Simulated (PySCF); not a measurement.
C₂H₈F₂Si₂, SMILES FC(F)C[SiH2][SiH3]. Atoms are numbered in the order given.

```xyz
14

F     -2.5102     1.3000    -0.4007
C     -1.2907     0.6962    -0.4317
F     -1.3514    -0.2934    -1.3735
C     -0.9453     0.1115     0.9158
Si     0.6104    -0.9943     0.9235
Si     2.3732     0.0550    -0.2276
H     -0.5566     1.4442    -0.7834
H     -1.8077    -0.4838     1.2601
H     -0.8081     0.9345     1.6357
H      0.3110    -2.3153     0.3028
H      1.0009    -1.2192     2.3470
H      2.6338     1.4019     0.3656
H      3.6223    -0.7569    -0.1451
H      2.0048     0.2389    -1.6626
```

Coordinates come from a B3LYP-D3(BJ)/def2-SVP optimisation. This is a generated structure with no PubChem entry under its InChIKey; it may be hypothetical. One conformer was computed; it need not be the lowest.

Two levels are set side by side: PBE/pcSseg-1 (PySCF) and PBE0/pcSseg-1 (PySCF). GIAO shifts against CFCl3 (¹⁹F), TMS (²⁹Si), TMS (¹H), TMS (¹³C) at the same level; non-relativistic, no solvent, atoms listed together averaged. Differences are taken from unrounded values.

| quantity | PBE0 |
|---|---|
| δ(¹³C) of C2 (ppm) | 123.4 |
| δ(¹³C) of C4 (ppm) | 20.5 |
| δ(²⁹Si) of Si5 (ppm) | -73.6 |
| δ(²⁹Si) of Si6 (ppm) | -109.4 |
| δ(¹H) of H7 (ppm) | 6.08 |

**Question.** What does PBE give, and how far is it from PBE0? (An estimate is asked for; the answer gives what the named calculation found.)

**Answer.** 
```
quantity                 PBE  PBE minus PBE0
--------------------  ------  --------------
δ(¹³C) of C2 (ppm)     128.5             5.1
δ(¹³C) of C4 (ppm)      22.1             1.6
δ(²⁹Si) of Si5 (ppm)   -76.6            -3.0
δ(²⁹Si) of Si6 (ppm)  -114.8            -5.4
δ(¹H) of H7 (ppm)       6.39            0.31
```

Rough cost on one machine, each run with all the roots and properties that it gave: PBE0 against PBE within a factor of 2.
